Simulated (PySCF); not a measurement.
CH₇B₂Ge, CH₅B₂Ge, B₃GeH₆, CH₆B₂Ge (calculated)

Calculation on a computer-drawn molecule: optimised geometry and harmonic frequencies of an isolated molecule of the commonest isotopes, restricted reference for singlets and unrestricted otherwise, frozen core in MP2; on germanium a core potential holds 10 electrons, which the energies leave out, and 3d is frozen in MP2 and coupled-cluster steps. Program: PySCF 2.14.0.

Common to all runs: method HF; basis cc-pVDZ; basis and core potential on germanium cc-pVDZ-PP ECP10MDF.

```yaml
- entry: 1
  formula: CH7B2Ge
  start_structure:
    atoms_angstrom:
      - [B, -2.7901, 0.9231, -1.7514]
      - [B, -2.1084, -0.0829, -0.8264]
      - [C, -1.4925, -1.0097, 0.0325]
      - [Ge, 0.6183, -0.5863, -0.2853]
      - [H, -3.1023, 2.0695, -1.4214]
      - [H, -3.1232, 0.7168, -2.8974]
      - [H, -1.4464, -2.1301, -0.2601]
      - [H, -1.5193, -0.9001, 1.1324]
      - [H, 0.8276, 0.7578, 0.1431]
      - [H, 0.9339, -0.8845, -1.7133]
      - [H, 1.2172, -1.6586, 0.6212]
  given:
    charge: 1
    multiplicity: 1
    drawn_bonds_atom: [1, 2, 3, 1, 1, 3, 3, 4, 4, 4]
    drawn_bonds_other_atom: [2, 3, 4, 5, 6, 7, 8, 9, 10, 11]
    drawn_bonds_order: [1, 1, 1, 1, 1, 1, 1, 1, 1, 1]
  results:
    optimised_atom_element: [B, B, C, Ge, H, H, H, H, H, H, H]
    "optimised_atom_x [angstrom]": [-2.931, -2.11, -1.364, 0.6912, -3.222, -3.182, -1.511, -1.546, 0.9294, 0.9788, 1.282]
    "optimised_atom_y [angstrom]": [1.022, -0.09672, -1.019, -0.6744, 2.083, 0.6965, -2.066, -0.8659, 0.7628, -0.915, -1.712]
    "optimised_atom_z [angstrom]": [-1.833, -0.8224, 0.01378, -0.238, -1.382, -2.949, -0.2722, 1.083, 0.1912, -1.71, 0.6929]
    "modes_frequency [cm^-1]": [72.91, 79.04, 121.6, 249.6, 334.5, 470.0, 503.6, 566.8, 633.6, 688.4, 829.8, 896.9, 946.8, 951.4, 961.6, 980.1, 984.5, 1234, 1367, 1522, 2296, 2298, 2318, 2746, 2861, 3184, 3259]
    "modes_reduced_mass [dalton]": [1.091, 4.212, 1.051, 1.727, 5.9, 5.187, 1.078, 1.156, 1.208, 2.72, 1.468, 1.03, 1.045, 1.032, 1.268, 1.229, 1.371, 1.124, 1.614, 2.456, 1.013, 1.025, 1.022, 1.048, 1.131, 1.058, 1.104]
    "rotational_constants [GHz]": [12.38, 1.817, 1.659]
    "total_energy [hartree]": -384.3773
    "convergence_status_largest_gradient_component [hartree/bohr]": 2.347e-05
- entry: 2
  formula: CH5B2Ge
  start_structure:
    atoms_angstrom:
      - [B, 1.4852, 1.8777, 0.6005]
      - [B, 0.4608, 0.8644, -0.1876]
      - [C, -0.3727, 0.034, -0.8322]
      - [Ge, -2.2373, 0.0225, -1.0623]
      - [H, 1.107, 2.7861, 1.1581]
      - [H, 2.5924, 1.7157, 0.5444]
      - [H, 0.0324, -0.8575, -1.43]
      - [H, -3.1203, 1.1168, -0.4334]
      - [H, -2.9457, -1.0778, -1.7963]
  given:
    charge: 1
    multiplicity: 1
    drawn_bonds_atom: [1, 2, 3, 1, 1, 3, 4, 4]
    drawn_bonds_other_atom: [2, 3, 4, 5, 6, 7, 8, 9]
    drawn_bonds_order: [1, 1, 2, 1, 1, 1, 1, 1]
  results:
    optimised_atom_element: [B, B, C, Ge, H, H, H, H, H]
    "optimised_atom_x [angstrom]": [1.385, 0.4695, -0.3396, -2.152, 0.8264, 2.569, 0.08566, -2.802, -3.041]
    "optimised_atom_y [angstrom]": [1.913, 0.7687, -0.1617, 0.05807, 2.812, 1.794, -1.012, 1.222, -0.9128]
    "optimised_atom_z [angstrom]": [0.5859, -0.2696, -0.9713, -1.006, 1.133, 0.6219, -1.497, -0.2933, -1.743]
    "modes_frequency [cm^-1]": [92.72, 180.9, 248.4, 331.0, 350.0, 544.5, 664.5, 687.0, 718.8, 792.1, 843.7, 940.9, 979.7, 1102, 1242, 1601, 2334, 2354, 2736, 2841, 3326]
    "modes_reduced_mass [dalton]": [3.421, 1.282, 1.1, 2.371, 2.934, 1.293, 2.317, 1.095, 1.148, 2.923, 2.384, 1.036, 1.413, 1.314, 1.142, 9.593, 1.015, 1.026, 1.051, 1.128, 1.089]
    "rotational_constants [GHz]": [20.56, 1.898, 1.737]
    "total_energy [hartree]": -383.1997
    "convergence_status_largest_gradient_component [hartree/bohr]": 2.52e-05
- entry: 3
  formula: B3GeH6
  start_structure:
    atoms_angstrom:
      - [B, -2.5145, 0.7048, 1.9025]
      - [B, -2.3133, 0.2898, 0.3877]
      - [Ge, -0.5008, -0.4029, -0.3838]
      - [B, 0.4475, -2.1841, -0.5931]
      - [H, -2.2957, 1.7652, 2.3132]
      - [H, -2.8819, -0.0689, 2.7079]
      - [H, -3.1702, 0.4049, -0.4753]
      - [H, 0.3872, 0.7296, -0.8963]
      - [H, 0.3459, -2.7245, -1.6305]
      - [H, 1.1092, -2.5693, 0.2938]
  given:
    charge: 1
    multiplicity: 1
    drawn_bonds_atom: [1, 2, 3, 1, 1, 2, 3, 4, 4]
    drawn_bonds_other_atom: [2, 3, 4, 5, 6, 7, 8, 9, 10]
    drawn_bonds_order: [1, 1, 1, 1, 1, 1, 1, 1, 1]
  results:
    optimised_atom_element: [B, B, Ge, B, H, H, H, H, H, H]
    "optimised_atom_x [angstrom]": [-2.532, -2.238, -0.4034, 0.4164, -2.417, -2.861, -3.088, 0.4652, 0.1884, 1.084]
    "optimised_atom_y [angstrom]": [0.6927, 0.2881, -0.282, -2.188, 1.826, -0.1553, 0.3017, 0.8528, -2.8, -2.591]
    "optimised_atom_z [angstrom]": [1.96, 0.3529, -0.417, -0.5967, 2.324, 2.737, -0.4911, -0.9537, -1.591, 0.3013]
    "modes_frequency [cm^-1]": [83.39, 132.5, 159.9, 238.9, 313.2, 406.7, 468.9, 511.1, 543.5, 632.2, 635.5, 776.3, 868.6, 953.9, 954.3, 1053, 1205, 1237, 2264, 2701, 2732, 2741, 2793, 2870]
    "modes_reduced_mass [dalton]": [2.78, 2.16, 1.892, 1.342, 1.2, 1.076, 4.492, 1.115, 5.086, 1.08, 1.151, 1.232, 1.547, 1.682, 1.908, 1.555, 1.116, 1.2, 1.021, 1.052, 1.089, 1.045, 1.124, 1.133]
    "rotational_constants [GHz]": [11.6, 2.318, 2.121]
    "total_energy [hartree]": -370.5830
    "convergence_status_largest_gradient_component [hartree/bohr]": 1.66e-05
- entry: 4
  formula: CH6B2Ge
  start_structure:
    atoms_angstrom:
      - [B, -3.2471, -0.1493, 1.7697]
      - [B, -2.3597, -1.0538, 0.7121]
      - [Ge, -1.0376, -2.3989, 1.6349]
      - [C, 0.4182, -0.9848, 1.6963]
      - [H, -2.8305, 0.8593, 2.1799]
      - [H, -4.1646, -0.6058, 2.2764]
      - [H, -2.3422, -1.0811, -0.4305]
      - [H, 1.4735, -1.4565, 1.942]
      - [H, 0.2414, -0.215, 2.4308]
      - [H, 0.5666, -0.4452, 0.6947]
  given:
    charge: 0
    multiplicity: 1
    drawn_bonds_atom: [1, 2, 3, 1, 1, 2, 4, 4, 4]
    drawn_bonds_other_atom: [2, 3, 4, 5, 6, 7, 8, 9, 10]
    drawn_bonds_order: [1, 1, 1, 1, 1, 1, 1, 1, 1]
  results:
    optimised_atom_element: [B, B, Ge, C, H, H, H, H, H, H]
    "optimised_atom_x [angstrom]": [-3.393, -2.35, -0.8747, 0.6191, -3.112, -4.443, -2.419, 1.588, 0.4736, 0.6296]
    "optimised_atom_y [angstrom]": [-0.1222, -1.08, -2.383, -1.027, 1.015, -0.5416, -1.104, -1.522, -0.4126, -0.3542]
    "optimised_atom_z [angstrom]": [1.761, 0.8842, 1.624, 1.656, 2.04, 2.175, -0.3232, 1.739, 2.554, 0.7957]
    "modes_frequency [cm^-1]": [74.12, 95.59, 150.0, 163.6, 369.5, 446.4, 514.0, 541.2, 655.9, 682.1, 806.1, 885.5, 936.4, 1057, 1263, 1341, 1536, 1563, 2634, 2654, 2713, 3150, 3234, 3271]
    "modes_reduced_mass [dalton]": [1.283, 1.834, 2.354, 2.219, 1.265, 4.358, 1.155, 3.584, 1.108, 1.216, 1.259, 1.477, 3.426, 1.501, 1.253, 1.202, 1.054, 1.062, 1.077, 1.069, 1.12, 1.038, 1.094, 1.105]
    "rotational_constants [GHz]": [7.752, 2.731, 2.219]
    "total_energy [hartree]": -384.0291
    "convergence_status_largest_gradient_component [hartree/bohr]": 1.714e-05
- entry: 5
  formula: CH7B2Ge
  start_structure:
    atoms_angstrom:
      - [B, -2.9247, -0.2527, 0.1892]
      - [C, -1.4957, 0.2403, -0.1646]
      - [B, -1.0083, -0.4191, -1.4857]
      - [Ge, -0.6602, -0.4501, 1.5504]
      - [H, -3.1919, -1.3175, 0.1179]
      - [H, -3.6852, 0.4916, 0.5299]
      - [H, -1.4088, 1.3218, -0.0894]
      - [H, -0.8194, 0.2486, -2.4313]
      - [H, -0.7958, -1.5455, -1.4751]
      - [H, -0.9203, -1.999, 1.6806]
      - [H, -1.5228, 0.0755, 2.7527]
  given:
    charge: 0
    multiplicity: 2
    drawn_bonds_atom: [1, 2, 2, 1, 1, 2, 3, 3, 4, 4]
    drawn_bonds_other_atom: [2, 3, 4, 5, 6, 7, 8, 9, 10, 11]
    drawn_bonds_order: [1, 1, 1, 1, 1, 1, 1, 1, 1, 1]
  results:
    optimised_atom_element: [B, C, B, Ge, H, H, H, H, H, H, H]
    "optimised_atom_x [angstrom]": [-3.104, -1.668, -0.9367, -0.6489, -3.389, -3.939, -1.561, -0.2928, -0.9945, -0.9329, -0.9663]
    "optimised_atom_y [angstrom]": [-0.3015, 0.2242, -0.3942, -0.499, -1.45, 0.4297, 1.306, 0.2909, -1.577, -1.982, 0.3476]
    "optimised_atom_z [angstrom]": [0.1459, -0.1554, -1.383, 1.434, -0.06055, 0.6066, -0.05861, -2.132, -1.591, 1.695, 2.673]
    "modes_frequency [cm^-1]": [83.34, 157.5, 194.4, 257.0, 327.0, 360.3, 514.0, 603.8, 651.1, 830.4, 862.7, 918.5, 1046, 1062, 1112, 1119, 1165, 1294, 1335, 1383, 2196, 2214, 2653, 2667, 2726, 2734, 3229]
    "modes_reduced_mass [dalton]": [1.164, 2.085, 2.774, 1.324, 1.151, 1.483, 4.184, 1.1, 1.072, 1.171, 1.868, 1.058, 1.536, 1.756, 1.577, 1.846, 1.18, 1.144, 1.226, 1.698, 1.016, 1.024, 1.051, 1.054, 1.127, 1.127, 1.085]
    "rotational_constants [GHz]": [7.508, 3.222, 2.552]
    "total_energy [hartree]": -384.6333
    spin_squared: 0.7563
    "convergence_status_largest_gradient_component [hartree/bohr]": 2.242e-05
```
